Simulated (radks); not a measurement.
Values are calculated unless marked as measured or tabulated.
Effect of the nuclear size on neutral silicon, [Ne] 3s2 3p2. Level of theory: Dirac Kohn-Sham, exchange-only LDA, spin-unpolarised, spherical densities, finite nucleus; open shells are shared between the two j in proportion to 2j + 1; Fermi nuclear charge, rms radius 3.1224 fm (a radial shooting solver on a logarithmic mesh with Libxc functionals). The rms radius is varied about that value; shifts are against it.

| rms radius (fm) | total energy shift (eV) | density at nucleus (e/bohr^3) | 1s1/2 shift (meV) | 2s1/2 shift (meV) |
|---|---|---|---|---|
| 2.6322 | -0.00152 | 1895 | -0.634 | -0.041 |
| 3.0225 | -0.000330 | 1892 | -0.138 | -0.009 |
| 3.1224 | 0 | 1891 | 0.000 | 0.000 |
| 3.3378 | 0.000747 | 1889 | 0.312 | 0.020 |
| 3.8999 | 0.00293 | 1885 | 1.22 | 0.078 |

Slopes of the eigenvalues against <r^2> in GHz/fm^2, as finite differences over the two radii next to the reference (eigenvalue slopes, not the field-shift constants of lines): 1s1/2 54.3, 2s1/2 3.48.
